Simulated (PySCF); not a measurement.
H3O4Si, charge -1, multiplicity 1.

```xyz
8

O      0.0000     0.0000     1.6908
Si     0.0000     0.0000     0.1114
O     -1.4828     0.4253    -0.6298
O      1.1097     1.0715    -0.6298
O      0.3731    -1.4968    -0.6298
H     -2.0111     0.9135     0.0093
H      1.7966     1.2850     0.0093
H      0.2145    -2.1984     0.0093
```
Charge -1, spin multiplicity 1.

Coordinates come from a B3LYP-D3(BJ)/def2-SVPD optimisation. The spin state was assumed, not searched. The isomer is the one that the SMILES or the coordinates give; other isomers of the formula were not compared. One conformer was computed; it need not be the lowest.

Level of theory: HF/pcSseg-1 (PySCF). Non-relativistic, no solvent.

Computed absolute GIAO shielding of each atom: isotropic value and principal components (ppm):
| atom | σ(iso) | σ11 | σ22 | σ33 | span |
|---|---|---|---|---|---|
| O1 | 252.8 | 219.5 | 219.5 | 319.4 | 99.8 |
| Si2 | 457.8 | 410.1 | 410.1 | 553.2 | 143.2 |
| O3 | 293.3 | 260.9 | 286.3 | 332.7 | 71.8 |
| O4 | 293.3 | 260.9 | 286.3 | 332.7 | 71.8 |
| O5 | 293.3 | 260.9 | 286.3 | 332.7 | 71.8 |
| H6 | 31.5 | 23.4 | 26.7 | 44.3 | 21.0 |
| H7 | 31.5 | 23.4 | 26.7 | 44.3 | 21.0 |
| H8 | 31.5 | 23.4 | 26.7 | 44.3 | 21.0 |
